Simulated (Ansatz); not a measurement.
Gas-phase electronic energies from Ansatz, PBE0-D4/def2-TZVP geometries. CCSD(T)/CBS adds triple-zeta CCSD(T) − MP2 to the extrapolated MP2 energy (def2 sets, frozen cores). DFT in def2-TZVPP. B3LYP here is the variant with VWN-RPA as its local correlation; programs differ in this. For Se outer-core shells are correlated without core-valence functions, which leaves a few kJ/mol of doubt a bond. Scalar relativity is left out up to krypton. Each species was taken in one conformer, which may not be the lowest.

Reaction (cleavage of the Si–Si bond): `CO[SiH2][SiH2]O` + H₂Se → `CO[SiH2][SeH]` + `O[SiH3]`

Problem. Is it downhill or uphill in electronic energy at CCSD(T)/CBS, and by how much? (Best estimate.)

Solution. Ansatz gave: Downhill: ΔE = -81.5 kJ/mol.

Problem. What do these levels give: PBE-D4, PBE0-D4, B3LYP-D4, B2PLYP, PBE, r2SCAN, PBE0, HF/def2-TZVPP, SCS-MP2/def2-TZVPP, CCSD(T)/def2-TZVPP, HF/def2-QZVPP, MP2/def2-QZVPP? (Estimate.)

Solution. Computed: PBE-D4 -66.9, PBE0-D4 -72.0, B3LYP-D4 -74.3, B2PLYP -80.3, PBE -67.5, r2SCAN -77.1, PBE0 -72.7, HF/def2-TZVPP -86.5, SCS-MP2/def2-TZVPP -86.6, CCSD(T)/def2-TZVPP -78.2, HF/def2-QZVPP -86.6, MP2/def2-QZVPP -91.2 kJ/mol.

Largest T1 diagnostic among the species: 0.012.

From PBE to PBE0 (25 % exact exchange), in def2-TZVPP and without D4, ΔE moves by −5.2 kJ/mol.
